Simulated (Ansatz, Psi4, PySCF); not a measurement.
HF2OS (SMILES [OH+]=S(F)F), charge +1, singlet, geometry from GFN2-xTB. Base run: MP2/cc-pVDZ run with PySCF.

Input for PySCF:
```python
from pyscf import gto, scf, mp

mol = gto.Mole()
mol.atom = '''
    O     1.292238   -0.536346    0.124384
    S    -0.122331   -0.085726    0.462428
    F    -0.980179   -0.706323   -0.735271
    F    -0.164806    1.398706   -0.129337
    H     1.924263   -0.569057   -0.612460
'''
mol.basis = 'cc-pvdz'
mol.charge = 1
mol.spin = 0
mol.verbose = 4
mol.build()

mf = scf.RHF(mol)
mf.kernel()

pt = mp.MP2(mf)
pt.kernel()
print('E(MP2) = %.10f' % pt.e_tot)
```

The same geometry, method and basis name were run in Ansatz (a quantum-chemistry and plane-wave program) and Psi4 and PySCF, at each program's defaults and at the settings that a row names. The base is PySCF at its defaults. Differences at the defaults can come from grids, fitting, cores and function types together.

| code and settings | ΔE vs base (mEh) | basis functions | E (Eh) | SCF cycles |
|---|---|---|---|---|
| PySCF, defaults (exact integrals, spherical functions, all electrons correlated) | 0.000 | 65 | -672.16752 | 11 |
| Psi4, defaults (density fitting with its default set, spherical functions, all electrons correlated) | [?] | 65 | [?] | 12 |
| Ansatz, defaults (factorised integrals, spherical functions, frozen core) | 14.266 | 65 | -672.15325 | - |
| PySCF, frozen core | 14.251 | 65 | -672.15327 | 11 |
| Psi4, exact integrals, spherical functions, frozen core | 14.251 | 65 | -672.15327 | 12 |
| Ansatz, high accuracy, frozen core | 14.251 | 65 | -672.15327 | - |

Some entries are withheld; supply them.


- Psi4, defaults (density fitting with its default set, spherical functions, all electrons correlated), ΔE vs base (mEh): 0.741
- Psi4, defaults (density fitting with its default set, spherical functions, all electrons correlated), E (Eh): -672.16678
